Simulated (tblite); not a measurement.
Species: C8H7O (doublet state).
SMILES with atom numbers: `[CH:1]#[C:2][C:3]#[C:4][CH2:5][C@@H:6]([O:7])[CH:8]=[CH2:9]` (hydrogens: H10 on C1; H11, H12 on C5; H13 on C6; H14 on C8; H15, H16 on C9)
Bond orders are those of one Lewis drawing.

Computed with GFN2-xTB (tblite), gas phase: L-BFGS steps from a force-field or distance-geometry start until the largest atomic force falls under 0.01 eV/Å.

Step 62: E = -666.8336 eV
```
atom  x, y, z in Å  |  force x, y, z in eV/Å
C1      3.5371    0.4359    2.3971    0.005   0.016  -0.004
C2      2.5696    0.0067    1.8182    0.009  -0.026   0.013
C3      1.4956   -0.4924    1.1646   -0.005   0.033  -0.039
C4      0.5475   -0.9836    0.5889   -0.012  -0.016  -0.001
C5     -0.5586   -1.5228   -0.1094    0.012  -0.036   0.031
C6     -1.2160   -0.4442   -1.1696   -0.006   0.033  -0.014
O7     -2.1038   -1.0908   -1.8586    0.015   0.030   0.011
C8     -1.7016    0.7085   -0.3327    0.028   0.055   0.028
C9     -0.9699    1.7833   -0.0922   -0.006  -0.042  -0.015
H10     4.3765    0.8178    2.8950    0.009   0.012   0.014
H11    -0.2724   -2.3753   -0.7261   -0.019  -0.023   0.023
H12    -1.3738   -1.7928    0.5624   -0.009  -0.012  -0.022
H13    -0.3180   -0.1491   -1.7627   -0.016   0.015  -0.020
H14    -2.7138    0.6138    0.0360    0.018  -0.021  -0.006
H15     0.0355    1.8810   -0.4718   -0.003  -0.017   0.020
H16    -1.3414    2.6127    0.4856   -0.019  -0.001  -0.020
```

Step 63: E = -666.8342 eV
```
atom  x, y, z in Å  |  force x, y, z in eV/Å
C1      3.5305    0.4477    2.3916   -0.013   0.010  -0.014
C2      2.5662    0.0102    1.8134    0.009  -0.023   0.011
C3      1.4943   -0.4936    1.1598   -0.012   0.026  -0.038
C4      0.5461   -0.9869    0.5858   -0.024  -0.017  -0.001
C5     -0.5620   -1.5250   -0.1117    0.032  -0.047   0.041
C6     -1.2188   -0.4455   -1.1693   -0.004   0.042  -0.018
O7     -2.1090   -1.0878   -1.8593    0.010   0.022   0.012
C8     -1.7000    0.7096   -0.3334    0.029   0.075   0.028
C9     -0.9568    1.7742   -0.0801   -0.028  -0.064  -0.016
H10     4.3661    0.8379    2.8889    0.021   0.013   0.020
H11    -0.2758   -2.3778   -0.7291   -0.027  -0.014   0.029
H12    -1.3769   -1.7960    0.5611    0.007  -0.004  -0.032
H13    -0.3217   -0.1512   -1.7643   -0.009   0.009  -0.017
H14    -2.7191    0.6268    0.0204    0.038  -0.015  -0.010
H15     0.0564    1.8590   -0.4424   -0.014  -0.018   0.015
H16    -1.3269    2.6071    0.4929   -0.015   0.006  -0.010
```

Step 64: E = -666.8348 eV
```
atom  x, y, z in Å  |  force x, y, z in eV/Å
C1      3.5256    0.4564    2.3872   -0.016   0.009  -0.015
C2      2.5636    0.0126    1.8100   -0.001  -0.016  -0.003
C3      1.4929   -0.4918    1.1545   -0.023   0.006  -0.034
C4      0.5445   -0.9892    0.5838   -0.018  -0.014   0.009
C5     -0.5643   -1.5275   -0.1126    0.033  -0.036   0.036
C6     -1.2206   -0.4451   -1.1695    0.014   0.015  -0.027
O7     -2.1117   -1.0856   -1.8597    0.001   0.022   0.018
C8     -1.6979    0.7105   -0.3330    0.029   0.064   0.014
C9     -0.9471    1.7674   -0.0709   -0.042  -0.057  -0.011
H10     4.3585    0.8512    2.8849    0.027   0.011   0.024
H11    -0.2787   -2.3807   -0.7298   -0.029  -0.007   0.026
H12    -1.3805   -1.7983    0.5593    0.020   0.003  -0.032
H13    -0.3244   -0.1515   -1.7661    0.002   0.004  -0.010
H14    -2.7205    0.6352    0.0101    0.017  -0.009   0.000
H15     0.0707    1.8418   -0.4207   -0.006  -0.010   0.005
H16    -1.3176    2.6033    0.4971   -0.007   0.014   0.002
```

**Question.** Estimate the geometry and energy of step 65. (The exact step hangs on the optimiser's Hessian estimate; all steps are aligned on step 64, rigid shifts and turns removed.)

**Answer.** E = -666.8353 eV, largest force 0.028 eV/Å
```
atom  x, y, z in Å  |  force x, y, z in eV/Å
C1      3.5229    0.4616    2.3844   -0.016   0.007  -0.013
C2      2.5621    0.0141    1.8077   -0.005  -0.005  -0.013
C3      1.4917   -0.4888    1.1500   -0.015  -0.005  -0.019
C4      0.5432   -0.9907    0.5831   -0.006  -0.011   0.020
C5     -0.5654   -1.5301   -0.1119    0.020  -0.012   0.008
C6     -1.2203   -0.4444   -1.1700    0.014   0.008  -0.019
O7     -2.1133   -1.0822   -1.8594   -0.007   0.005   0.013
C8     -1.6958    0.7110   -0.3322   -0.003   0.000  -0.005
C9     -0.9423    1.7633   -0.0662   -0.021   0.002   0.011
H10     4.3550    0.8574    2.8839    0.013   0.003   0.015
H11    -0.2810   -2.3836   -0.7286   -0.023  -0.007   0.015
H12    -1.3830   -1.8003    0.5578    0.018   0.008  -0.019
H13    -0.3258   -0.1499   -1.7678    0.020  -0.004  -0.007
H14    -2.7202    0.6387    0.0045    0.000  -0.007   0.007
H15     0.0778    1.8316   -0.4091    0.010   0.000  -0.002
H16    -1.3132    2.6011    0.4986    0.000   0.017   0.007
```

The energy changes by -0.0005 eV. The first-order estimate −F·Δx gives -0.0007 eV and the mean of the old and new forces, exact on a quadratic surface, -0.0005 eV. The step makes an angle of 79° with the force vector and moves no atom by more than 0.017 Å.

What follows is the cost of the whole relaxation. Hardware: one thread, Intel Xeon at 2.50 GHz (x86_64), no GPU, shared host. Cost: 1.9 s wall.
